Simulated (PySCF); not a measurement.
SMILES [N]=B (HBN), doublet (B3LYP/def2-SVP optimised geometry):

```
3

B      0.062     0.000     0.000
N     -1.246     0.000     0.000
H      1.246     0.000     0.000
```

Calculation: unrestricted B3LYP/def2-TZVP in PySCF.

### Question
What are the frontier orbital energies (α orbitals alone; a β orbital can be the lowest empty one) and the dipole moment?

### Answer
HOMO-2 -9.81 eV, HOMO-1 -9.77 eV, HOMO -8.63 eV, LUMO -0.88 eV, LUMO+1 -0.34 eV; dipole moment 2.77 D.

On the same geometry unrestricted PBE/def2-TZVP in PySCF gives HOMO-2 -8.74 eV, HOMO-1 -8.37 eV, HOMO -7.57 eV, LUMO -1.69 eV, LUMO+1 -1.04 eV; dipole moment 2.58 D.

Meta-Löwdin charges at B3LYP/def2-TZVP: B1 0.17, N2 -0.23, H3 0.06.
